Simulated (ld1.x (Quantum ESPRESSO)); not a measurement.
**Logarithmic derivatives: cadmium (Cd), ultrasoft**

- Element: Cd (Z = 48)
- Generator: ld1.x (Quantum ESPRESSO) 7.5
- Type: ultrasoft
- Functional: PBE
- Relativity: scalar-relativistic
- Frozen core: [Ar] 3d10 4s2
- Valence charge: 18
- Reference configuration: 4p6 4d10 5s2 5p0
- Partial waves: 5s (bound): rcut 1.65, rcutus 2.10 bohr; 5s channel at 2.4 Ry: rcut 1.65, rcutus 2.10 bohr; 4p (bound): rcut 1.30, rcutus 1.55 bohr; 5p (bound, empty): rcut 1.30, rcutus 1.55 bohr; 4d (bound): rcut 0.95, rcutus 1.30 bohr; 4d channel at -0.5 Ry: rcut 0.95, rcutus 1.30 bohr
- Local potential: all-electron potential smoothed inside 1.65 bohr (lloc = -1)
- Core correction: none
- Augmentation charge: built from norm-conserving waves at rcut, not smoothed further

The phase is arctan(r·u′/u) with u = r·R(r), unwrapped; energies in Ry, scanned from -7 to 5 Ry. A pole is an energy at which the radial function vanishes at the test radius. The pseudo phase is shifted by a multiple of π to meet the all-electron one at the reference energy, and phase errors are pseudo minus all-electron; the curves can meet again beyond the range given. Levels narrower than the energy grid can be missing from the lists of poles. Where the grid stepped over a known ghost or core level, its pole and its step of π were put in at the level’s energy.

Q: For each channel, where are the poles, and over which energies does the pseudopotential scatter like the atom?

A:

```csv
channel,radius (bohr),reference energy (Ry),"poles, all-electron","poles, pseudo",unbroken range about the reference energy with phases within 0.05 rad,phase error 1 Ry above the reference energy (rad)
s,2.31,-0.42,2.78,"-1.80, 2.78",above -1.8,-0.000
p,2.31,-0.09,"-4.87, 4.32","-4.87, -0.61",not even at the reference energy,+0.991
d,2.31,-0.86,-0.54,-0.54,the whole range,-0.000
```

A Bessel basis up to 400 Ry misses an occupied level by 0.74 Ry, so cutoffs were not judged. Note: ghost state, extra bound levels that the all-electron valence spectrum of the same l lacks: s at -24.4 eV (other channels not judged).

Phases in the p channel:

```csv
E (Ry),all-electron,pseudo
-7.00,1.392,4.535
-6.74,1.387,4.530
-6.48,1.382,4.524
-6.22,1.375,4.518
-5.96,1.367,4.510
-5.70,1.355,4.498
-5.44,1.334,4.478
-5.18,1.275,4.420
-4.92,-1.380,1.762
-4.66,-1.714,1.430
-4.40,-1.750,1.394
-4.14,-1.769,1.376
-3.88,-1.783,1.363
-3.62,-1.795,1.352
-3.36,-1.807,1.341
-3.10,-1.820,1.329
-2.84,-1.834,1.317
-2.58,-1.849,1.304
-2.32,-1.866,1.290
-2.06,-1.886,1.274
-1.80,-1.909,1.255
-1.54,-1.938,1.233
-1.28,-1.972,1.207
-1.02,-2.015,1.173
-0.76,-2.071,1.109
-0.50,-2.146,-1.978
-0.24,-2.251,-2.063
0.02,-2.407,-2.135
0.28,-2.643,-2.225
0.54,-2.991,-2.346
0.80,-3.417,-2.512
1.06,-3.796,-2.743
1.32,-4.062,-3.046
1.58,-4.237,-3.385
1.84,-4.355,-3.694
2.10,-4.438,-3.933
2.36,-4.500,-4.104
2.62,-4.547,-4.227
2.88,-4.585,-4.318
3.14,-4.616,-4.386
3.40,-4.642,-4.439
3.66,-4.665,-4.481
3.92,-4.685,-4.516
4.18,-4.703,-4.544
4.44,-4.720,-4.569
4.70,-4.736,-4.590
4.96,-4.751,-4.608
```
